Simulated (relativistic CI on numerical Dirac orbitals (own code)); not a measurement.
# Ti³⁺: 3s photoemission

Computed with this model: Dirac-Coulomb-Breit CI, KLI orbitals optimised for each configuration, a model potential for QED, valence Slater integrals scaled by 0.7, multiplet model of photoemission in the sudden approximation; configurations [Ar] 3d → [Ne] 3s 3p6 3d; 300 K; Lorentzian 1.5 eV and Gaussian 0.6 eV FWHM. Energies are those of the free ion, without screening or charge transfer. The energies are binding energies and can lie tens of eV above those of solids. Without intra-shell correlation the exchange splitting of an s hole comes out too large, often by half or more. S is read from ⟨S²⟩ = S(S + 1).

free ion: ground-state S = 0.50, centroid 109.89 eV. Peaks (eV, height): 109.2 (100), 112.0 (39).

Strongest unbroadened transitions for free ion:

```
Energy (eV)  Relative strength
     109.13               12.1
     109.15               98.5
     109.16               43.3
     109.17              100.0
     112.10               18.9
     112.14               64.1
```
